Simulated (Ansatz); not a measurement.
System: H4BNO2, charge 0, singlet. H4BNO2 (aminoboronic acid, SMILES OB(N)O).
B3LYP-D3(BJ)/def2-TZVP minimum from Ansatz (a program for electronic structure):
```
B
O 1 1.3833
H 2 0.9591 1 115.57
O 1 1.3833 2 124.21 3 0.00
H 4 0.9591 1 115.57 2 0.00
N 1 1.4075 2 117.89 3 -180.00
H 6 1.0033 1 122.34 2 0.00
H 6 1.0033 7 115.31 1 -180.00
```

Atomisation energy term by term, kcal/mol (programs: Ansatz). Open shells are spin-unrestricted; no spin-orbit coupling. Cores are frozen in correlated methods. Rows without X2C or -DK are non-relativistic. CBS(X,Y): correlation extrapolated as X^-3, Hartree-Fock from the larger set. A bracket is a step between two methods taken in the basis named. 'core' is core correlation in cc-pwCVTZ, 'X2C' scalar relativity in cc-pVTZ-DK, both at CCSD(T). Where a partner has so few electrons that a lower coupled-cluster level is exact, that level stands in.

```csv
term,basis,kcal/mol
Hartree-Fock,cc-pVQZ,557.94
CCSD correlation,"CBS(cc-pVTZ,cc-pVQZ)",216.33
(T),"CBS(cc-pVTZ,cc-pVQZ)",13.98
CCSDT(Q) - CCSD(T),cc-pVDZ,0.81
core correlation,cc-pwCVTZ,3.07
scalar relativity,"X2C, cc-pVTZ-DK",-0.95
sum: De,,791.2
```
